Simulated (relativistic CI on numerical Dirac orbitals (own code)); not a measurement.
**Ligand-field terms of d7**

Computed with a parametric ligand-field model of a d^n configuration (Racah B and C, spin-orbit zeta, crystal field), exact diagonalisation.

Field parameters in Wybourne normalisation: Oh B⁴₀ = 21Dq, B⁴₄ = √(5/14) B⁴₀; Td as Oh with Dq negative (B⁴₀ = 21Dq, B⁴₄ = √(5/14) B⁴₀). The field is a parameter set, without covalency.

Question: Lowest levels for B = 450, C = 2100, ζ = 750 cm⁻¹, Oh, 10Dq = 32500 cm⁻¹?

Answer: Γ8 0 (S 0.50), Γ6 21800 (S 1.50), Γ8 22210 (S 1.50), Γ7 22970 (S 1.50), Γ8 22982 (S 1.50), Γ8 30539 (S 0.51), Γ6 31111 (S 0.50), Γ8 31301 (S 0.50), Γ7 31541 (S 0.50) cm⁻¹, with S from ⟨S²⟩ = S(S + 1). The ground level has 1.01 electrons in the cubic e pair.

Question: Lowest levels for B = 790, C = 2820, ζ = 50 cm⁻¹, Oh, 10Dq = 14500 cm⁻¹?

Answer: Γ8 0 (S 0.54), Γ6 319 (S 1.50), Γ8 353 (S 1.50), Γ7 408 (S 1.50), Γ8 418 (S 1.48), Γ8 12778 (S 0.50), Γ6 12812 (S 0.50), Γ8 13213 (S 0.58), Γ7 13247 (S 0.54) cm⁻¹, with S from ⟨S²⟩ = S(S + 1). The ground level has 1.08 electrons in the cubic e pair.

Question: Lowest levels for B = 430, C = 1580, ζ = 840 cm⁻¹, Td, 10Dq = -5050 cm⁻¹?

Answer: Γ8 0 (S 1.49), Γ8 4443 (S 1.41), Γ6 4897 (S 1.45), Γ8 5352 (S 1.47), Γ7 5621 (S 1.49), Γ6 7182 (S 1.24), Γ8 7675 (S 1.12), Γ8 8001 (S 0.71), Γ7 8434 (S 1.37) cm⁻¹, with S from ⟨S²⟩ = S(S + 1). The ground level has 3.95 electrons in the cubic e pair.

Question: Lowest levels for B = 340, C = 1530, ζ = 670 cm⁻¹, Oh, 10Dq = 11950 cm⁻¹?

Answer: Γ8 0 (S 0.54), Γ6 4135 (S 1.50), Γ8 4538 (S 1.49), Γ7 5285 (S 1.50), Γ8 5361 (S 1.48), Γ8 10673 (S 0.53), Γ8 11297 (S 0.53), Γ6 11300 (S 0.52), Γ7 11506 (S 0.52) cm⁻¹, with S from ⟨S²⟩ = S(S + 1). The ground level has 1.06 electrons in the cubic e pair.

Question: Lowest levels for B = 340, C = 1470, ζ = 180 cm⁻¹, Oh, 10Dq = 5900 cm⁻¹?

Answer: Γ6 0 (S 1.50), Γ8 112 (S 1.49), Γ8 271 (S 1.47), Γ7 328 (S 1.50), Γ8 1328 (S 0.57), Γ6 5472 (S 1.49), Γ8 5480 (S 1.47), Γ8 5494 (S 1.47), Γ7 5584 (S 1.48) cm⁻¹, with S from ⟨S²⟩ = S(S + 1). The ground level has 2.05 electrons in the cubic e pair.
